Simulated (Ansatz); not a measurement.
`N[Si@H](Cl)[Si@@H](N)O` → Cl• + 7 H• + 2 N• + O• + 2 Si•  (atomization)

Calculated with Ansatz (gas phase, PBE0-D4/def2-TZVP geometries, no zero-point term in ΔE). CBS: MP2 limit from def2 TZ/QZ plus the TZ coupled-cluster correction, frozen cores. This one scheme is used for every species, atoms too. DFT in def2-TZVPP. B3LYP here is the variant with VWN-RPA as its local correlation; programs differ in this. Open shells (•) are unrestricted, without spin–orbit coupling. Spin–orbit coupling would lower the free atoms: a little for Cl, O, Si. Each species was taken in one conformer, which may not be the lowest.

`N[Si@H](Cl)[Si@@H](N)O`:

Cartesian coordinates in Å:
```
N -1.752 0.647 -0.128
Si -0.740 -0.554 -0.821
O -0.432 -0.468 -2.441
Si 1.264 -0.280 0.348
N 0.956 -0.229 2.020
Cl 1.969 1.536 -0.465
H -1.430 1.601 -0.066
H -2.751 0.614 -0.260
H -1.436 -1.850 -0.642
H 0.178 0.218 -2.721
H 2.383 -1.223 0.113
H 0.099 0.181 2.356
H 1.692 -0.192 2.706
```

```tsv
level	ΔE (kJ/mol)	difference from CCSD(T)/CBS
PBE-D4	4594.1	40.2
r2SCAN-D4	4526.7	-27.2
B3LYP-D4	4538.4	-15.5
ωB97X-V	4572.1	18.2
ωB97M-V	4563.4	9.5
B2PLYP	4475.6	-78.3
PBE	4558.4	4.5
r2SCAN	4517.6	-36.3
B3LYP	4480.8	-73.1
SCS-MP2/def2-TZVPP	4466.4	-87.5
CCSD/def2-TZVPP	4320.3	-233.6
CCSD(T)/def2-TZVPP	4390.8	-163.1
SCS-MP2/def2-QZVPP	4576.4	22.5
HF/CBS(def2)	3173.1	-1380.8
MP2/CBS(def2)	4628.0	74.1
CCSD/CBS(def2)	4483.3	-70.6
CCSD(T)/CBS	4553.9	0
```

Largest T1 diagnostic among the species: 0.012.

From PBE to PBE0 (25 % exact exchange), in def2-TZVPP and without D4, ΔE moves by −81.2 kJ/mol: exact exchange takes away binding that semilocal exchange gives to molecules. The D4 term adds +57.6 kJ/mol with B3LYP and +30.8 kJ/mol with PBE0; it sums over pairs of atoms, weighted by their polarisabilities, and B3LYP, whose exchange is more repulsive, gets the larger term. In def2-TZVPP, CCSD(T) changes the Hartree–Fock value by +1231.4 kJ/mol (the triples alone add +70.5 kJ/mol) and MP2 by +1305.6 kJ/mol; breaking electron pairs costs correlation energy, which Hartree–Fock lacks.

For atomizations the MP2-based limit and the directly extrapolated one differ by several kJ/mol either way, and by 10 to 25 for some Ge, Se and Sn compounds, so smaller differences from it don't rank the levels.
